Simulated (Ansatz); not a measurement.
Reaction 8 R1 + R2 → P1 + 6 P2, each structure at its B3LYP-D3(BJ)/def2-TZVP stationary point, reached from a drawn start (curvature not checked).
R1: H atom, charge 0, multiplicity 2.
P1, H2S (SMILES S) (charge 0, multiplicity 1):
```xyz
3

S      0.000     0.000     0.619
H      0.000     0.970    -0.309
H      0.000    -0.970    -0.309
```
P2: HF (SMILES F), charge 0, multiplicity 1.
R2, F6S (SMILES F[S](F)(F)(F)(F)F) (charge 0, multiplicity 1):
```xyz
7

S      0.0000     0.0000     0.0000
F      1.5784     0.0000     0.0000
F     -1.5784     0.0000     0.0000
F      0.0000     1.5784     0.0000
F      0.0000    -1.5784     0.0000
F      0.0000     0.0000     1.5784
F      0.0000     0.0000    -1.5784
```

Quantity: the reaction energy.

P less R. No zero-point or thermal terms.

Correlated levels freeze the cores.

Run with Ansatz (a program for electronic structure). All values are computed, each at the level named.

Costs are ratios of core time to PBE/def2-TZVPP (roughly 5 s), for whole runs (searches for the state included, and forces where a run took them) on one shared machine, so rough; each difference counts from -546.82 kcal/mol (CCSD(T)/cc-pV(T+d)Z, a level with limits of its own).

```csv
level,basis functions,cost,difference (kcal/mol)
SVWN5/def2-TZVPP,228,×0.7,22.41
PBE/def2-TZVPP,228,×1,28.69
revPBE/def2-TZVPP,228,×1,13.26
PBE0/def2-TZVPP,228,×1,22.06
B3LYP/def2-TZVPP,228,×2,-8.21
BHLYP/def2-TZVPP,228,×2,-4.76
r2SCAN/def2-TZVPP,228,×2,29.39
B97M-V/def2-TZVPP,228,×2,23.06
B2PLYP/def2-TZVPP,228,×2,-0.04
wB97X-V/def2-TZVPP,228,×3,17.28
wB97M-V/def2-TZVPP,228,×3,10.91
CCSD(T)/cc-pV(D+d)Z,107,×3,-1.67
```

The cheapest listed level whose difference stays within 1.00 kcal/mol: B2PLYP/def2-TZVPP (-0.04 kcal/mol, cost ×2).
